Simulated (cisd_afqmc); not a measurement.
Input (AFQMC/CISD/cc-pVTZ; cisd_afqmc is a phaseless AFQMC code with CISD trial states that reads the integrals written by Ansatz):

Ansatz 0.2 input:
```python
import cisd_afqmc

open("ham.yaml", "w").write("""\
crystal:
  periodic: [false, false, false]
  atoms:
    - {symbol: B, position_ang: [-0.00000000, -0.00000000, -0.73134743]}
    - {symbol: O, position_ang: [0.00000000, 0.00000000, 0.45709214]}
basis:
  gaussian:
    orbitals: cc-pVTZ
total_charge: 1
magnetization: {spin_polarized: false}
correlation: {method: ccsd, electrons: outside_noble_gas, hamiltonian_folder: ham}
""")
rep = cisd_afqmc.ansatz("ham.yaml")
e_ccsd = rep["correlation"]["coupled_cluster"]["energy"]["hartree"]
out = cisd_afqmc.run("ham", e_ccsd, trial="CISD", walkers=100, populations=8, threads=8, dt=0.005, steps=40, early=24, settle=10, least=32,
    cut=5e-5, rank_cut=2e-4, target=0.0004, seconds=1500, seed=1, memory=17280, gpu=False)
```

Output:

```
orbitals 58, occupied [4], factors 278 of 368, rank of the doubles 122 of 216
E(HF) = -99.067291
E(CCSD) on the cut factors = -99.375427, shift to the whole factors -0.000010
Energy of the trial state on the determinant = -99.375465
  tau behind 7.2 of longer steps, mean of the populations' last blocks
   2.0  -99.39700
   4.0  -99.39366
   6.0  -99.39238
   8.0  -99.39623
  10.0  -99.39485
  12.0  -99.39339
  14.0  -99.39558
  16.0  -99.39488
  18.0  -99.39545
  20.0  -99.39403
  22.0  -99.39444
  24.0  -99.39675
  26.0  -99.39643
  28.0  -99.39330
  30.0  -99.39382
  32.0  -99.39442
  34.0  -99.39264
  36.0  -99.39380
  38.0  -99.39393
  40.0  -99.39464
  42.0  -99.39197
  44.0  -99.39074
blocks 1889 (2 outliers left out), error by blocks joined: 1: 0.00027, 2: 0.00032, 4: 0.00038, 8: 0.00040, 16: 0.00040
E(AFQMC/CISD) = -99.39399 +/- 0.00040
```
